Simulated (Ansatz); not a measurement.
Ansatz (a first-principles code) input (CCSD(T)/aug-cc-pV(D+d)Z):
A basis named .json is the Basis Set Exchange file of that set.

Ansatz 0.2 input:
```yaml
crystal:
  periodic: [false, false, false]
  atoms:
    - {symbol: Al, position_ang: [-0.00000000, -0.00000000, -1.71036253]}
    - {symbol: O, position_ang: [0.00000000, 0.00000000, 0.00000000]}
    - {symbol: Al, position_ang: [0.00000000, 0.00000000, 1.71036253]}
basis:
  gaussian:
    orbitals: aug-cc-pV_D+d_Z.json
magnetization: {spin_polarized: false}
correlation: {method: ccsd_t, electrons: outside_noble_gas}
output: {forces: true}
```

End of the output:

```
integrals: 0.09 GiB planned
903 factors; integrals over basis functions are off by at most 6.9e-4 eV
mean field: 0.24 GiB planned
mean field evaluation 1: about -15200.1485 eV, gradient 5.3e1 eV
mean field evaluation 2: about -15200.2073 eV, gradient 5.3e1 eV
mean field evaluation 4: about -15206.0712 eV, gradient 2.9e0 eV
mean field evaluation 8: about -15206.1435 eV, gradient 1.9e-1 eV
mean field evaluation 16: about -15200.8333 eV, gradient 5.2e1 eV
mean field -15206.14366852 eV, -558.8154727238 hartree, gradient 3.8e-6 eV, S^2 0.000000; 0 other end points of the search recorded, 0 dependent functions left out
11 core orbitals not correlated
reference -15206.14366852 eV, -558.8154727238 hartree; 6, 6 occupied and 70, 70 virtual orbitals, 903 factors
densities: 0.32 GiB planned
second order -8.05348953 eV of doubles, -0.00000000 eV of singles
coupled cluster: 0.25 GiB planned
cycle   1  -8.15786284 eV  change   -1.0e-1 eV  update   1.2e-1
cycle   2  -8.50780149 eV  change   -3.5e-1 eV  update   4.5e-2
cycle   3  -8.63815838 eV  change   -1.3e-1 eV  update   2.5e-2
cycle   4  -8.62804072 eV  change    1.0e-2 eV  update   4.5e-3
cycle   5  -8.62869956 eV  change   -6.6e-4 eV  update   1.7e-3
cycle   6  -8.62963178 eV  change   -9.3e-4 eV  update   4.9e-4
cycle   7  -8.62930521 eV  change    3.3e-4 eV  update   1.8e-4
cycle   8  -8.62916815 eV  change    1.4e-4 eV  update   5.1e-5
cycle   9  -8.62917673 eV  change   -8.6e-6 eV  update   2.0e-5
cycle  10  -8.62918408 eV  change   -7.3e-6 eV  update   7.9e-6
cycle  11  -8.62918052 eV  change    3.6e-6 eV  update   3.3e-6
perturbative correction -0.30088559 eV, -0.0110573415 hartree
the calculation of the forces begins
Total energy: -15215.07373464 eV, -559.1436466005 hartree
Atom 0 at    -0.000000    -0.000000    -1.710363 Å, force     0.000000    -0.000000    -0.608687 eV/Å
Atom 1 at     0.000000     0.000000     0.000000 Å, force    -0.000000     0.000000     0.000000 eV/Å
Atom 2 at     0.000000     0.000000     1.710363 Å, force     0.000000    -0.000000     0.608687 eV/Å
Dipole moment:    -0.000000    -0.000000     0.000000 e Å
```
